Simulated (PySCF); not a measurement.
# Worked example: chemical shift, span and skew from a shielding tensor

CH3FO3Si, SMILES O=CO[Si@@H](O)F. Atoms are numbered in the order given.

```xyz
9

O      1.1597     1.6569     0.3505
C      1.5128     0.5909     0.7806
O      0.8111    -0.5339     0.7069
Si    -0.7086    -0.6473    -0.0597
O     -1.4689     0.7901    -0.0122
F     -0.3710    -1.1160    -1.5631
H      2.4795     0.4283     1.2984
H     -1.4680    -1.7065     0.6133
H     -0.8439     1.5336    -0.0531
```
Charge 0, spin multiplicity 1.

Geometry: PBE0-D3(BJ)/def2-SVP. The structure was generated by enumeration; whether it is a known compound was not checked. One conformer was computed; it need not be the lowest.

GIAO shieldings from PBE/pcSseg-1 run with PySCF, non-relativistic, no solvent. The symmetric part of the tensor of Si4 has the principal values 341.3, 377.3, 428.2 ppm. The same nucleus in TMS has σ = 335.4 ppm at this level (PySCF, at its B3LYP-D3(BJ)/def2-TZVP geometry).

### Question
Work out the isotropic shielding, the ²⁹Si shift against TMS, the span and the skew.

### Answer

σ(iso) = (σ11 + σ22 + σ33)/3 = 382.3 ppm. δ = σ(ref) − σ(iso) = 335.4 − (382.3) = -46.9 ppm.
Span Ω = σ33 − σ11 = 86.9 ppm. Skew κ = 3(σ(iso) − σ22)/Ω = 0.17. Tumbling in solution averages the tensor to δ; in a static solid the shielding alone would spread this spin-1/2 line over Ω.
